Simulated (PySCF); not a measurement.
## How methods differ on the excitation energy of Ga

Ga [Ar] 3d10 4s2 4p1 (2P) → Ga [Ar] 3d10 4s2 5s1 (2S), as a difference of total energies. Computed with PySCF 2.14 in aug-cc-pVTZ-DK (7s6p4d2f, 59 functions), with scalar relativity by spin-free X2C-1e. Correlated levels: valence: [Ar] 3d10 frozen. The calculations carry no spin-orbit coupling.

```
           method  excitation energy (eV)  error (eV)
              UHF                   2.806      -0.199
              LDA                   2.998      -0.007
              PBE                   2.935      -0.070
             PBE0                   2.988      -0.017
           r2SCAN                   3.197      +0.192
        CAM-B3LYP                   3.085      +0.080
            B3LYP                   2.994      -0.011
             TPSS                   3.018      +0.013
           revPBE                   2.911      -0.094
    MP2 (valence)                   2.894      -0.111
SCS-MP2 (valence)                   2.894      -0.111
```

Reference: 3.005 eV (measured; NIST levels, between the centres of gravity of the two terms).

Errors of the correlated levels include the incompleteness of this basis and the frozen core.
